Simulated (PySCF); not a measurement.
WCl5, SMILES [Cl][W]([Cl])([Cl])([Cl])[Cl] (connectivity only; charge and spin as stated), neutral, multiplicity 2.

Geometry optimised at PBE-D3(BJ)/def2-SVP. The multiplicity is an assumed one; other spin states were not compared. The isomer is the one that the SMILES or the coordinates give; other isomers of the formula were not compared. The def2 effective core potentials stand for the cores of W; spin–orbit coupling is left out.

All values below come from PBE-D3(BJ)/def2-SVP (PySCF 2.14.0).

Frequencies are harmonic and unscaled.

```json
[
 {"mode": "1", "ν (cm⁻¹)": "42", "IR (km/mol)": "8.0", "moving atoms (share of kinetic energy)": "Cl 84 %, W 16 %"},
 {"mode": "2", "ν (cm⁻¹)": "61", "IR (km/mol)": "3.6", "moving atoms (share of kinetic energy)": "Cl 100 %"},
 {"mode": "3", "ν (cm⁻¹)": "107", "IR (km/mol)": "12.9", "moving atoms (share of kinetic energy)": "Cl 85 %, W 15 %"},
 {"mode": "4", "ν (cm⁻¹)": "131", "IR (km/mol)": "2.3", "moving atoms (share of kinetic energy)": "Cl 75 %, W 25 %"},
 {"mode": "5", "ν (cm⁻¹)": "157", "IR (km/mol)": "0.0", "moving atoms (share of kinetic energy)": "Cl 100 %"},
 {"mode": "6", "ν (cm⁻¹)": "160", "IR (km/mol)": "3.5", "moving atoms (share of kinetic energy)": "Cl 80 %, W 20 %"},
 {"mode": "7", "ν (cm⁻¹)": "176", "IR (km/mol)": "0.5", "moving atoms (share of kinetic energy)": "Cl 97 %"},
 {"mode": "8", "ν (cm⁻¹)": "333", "IR (km/mol)": "0.1", "moving atoms (share of kinetic energy)": "Cl 100 %"},
 {"mode": "9", "ν (cm⁻¹)": "359", "IR (km/mol)": "109.7", "moving atoms (share of kinetic energy)": "Cl 75 %, W 25 %"},
 {"mode": "10", "ν (cm⁻¹)": "381", "IR (km/mol)": "97.0", "moving atoms (share of kinetic energy)": "Cl 82 %, W 18 %"},
 {"mode": "11", "ν (cm⁻¹)": "392", "IR (km/mol)": "0.1", "moving atoms (share of kinetic energy)": "Cl 100 %"},
 {"mode": "12", "ν (cm⁻¹)": "405", "IR (km/mol)": "67.6", "moving atoms (share of kinetic energy)": "Cl 77 %, W 23 %"}
]
```
